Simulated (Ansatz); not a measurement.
1,2-elimination

Start structure (SiH$_{2}$S$_{2}$F$_{2}$, closed shell), relaxed at PBE0-D4/def2-TZVP:

```
atom    x (Å)    y (Å)    z (Å)
 Si1  -0.1715  -0.3626   0.4431
  S2   1.3297  -0.8960  -0.9321
  S3  -1.0255   1.5381   0.1476
  H4  -1.2226   1.3151  -1.1634
  F5  -1.2274  -1.5369   0.3439
  F6   0.3433  -0.3313   1.9390
  H7   1.9740   0.2738  -0.7782
```

The step: SiH₂S₂F₂ ([F][Si]([F])([SH])[SH]) → SiSF₂ ([F][Si]([F])[S]) + H₂S (still joined by a long Si–S bond); bonds formed: S2–H4; bonds broken: S3–H4; bonds weakened to dative contacts: Si1–S2. Computed with Ansatz 0.2.0 (basis: def2-TZVPP and def2-QZVPP); correlated methods freeze the cores. Extrapolation: Hartree–Fock as exp(−7.88 √X), correlation as X^−2.97. Energies below are by CCSD(T) at an estimated basis limit (MP2 extrapolated from triple and quadruple zeta, plus CCSD(T) − MP2 in triple zeta).

Task: What are the electronic barrier and the energy of the step, from the start structure to the end structure? (An estimate is asked for; the value comes from the calculation.)

Result: Computed: Barrier 37.86 kcal/mol; step energy 30.32 kcal/mol (uphill); reverse barrier, their difference, 7.54 kcal/mol. Barrier and step energy count from the start structure, the reverse barrier from the end structure.

The saddle point: One imaginary mode of 640i cm⁻¹.
```
  pair  start (Å)  saddle (Å)  end (Å)
 S2–H4       3.38        1.48     1.35
Si1–S2       2.10        2.32     2.44
 S3–H4       1.34        1.99     3.38
```

Zero-point energy (harmonic, PBE0-D4): ZPE is 16.47 kcal/mol at the start and 14.93 kcal/mol at the saddle, so the barrier goes from 37.86 to 36.33 kcal/mol.

First-order rate constant out of the start structure at 498 K by transition-state theory, with harmonic vibrational free energies alone and no tunnelling: ΔA‡ = 37.25 kcal/mol, so k = (kB T/h) exp(−ΔA‡/kB T) ≈ 10^-3 s⁻¹ (an order of magnitude at best: rotation, the number of equivalent paths and anharmonicity are left out).

No T1 diagnostic of these runs exceeds 0.014.

Labels in which every atom is bracketed show which atoms are joined, not bond orders.

For scale, one of the runs: CCSD(T)/def2-TZVPP, 216 basis functions, launched by `ansatz run in.yaml --threads 4 --pin off --events-out ev --progress --plain --max-ram 9574MiB`. Time: 100 s of wall clock on 4 CPU threads of an Intel Xeon; the host was shared. Peak host memory: 3 GiB.
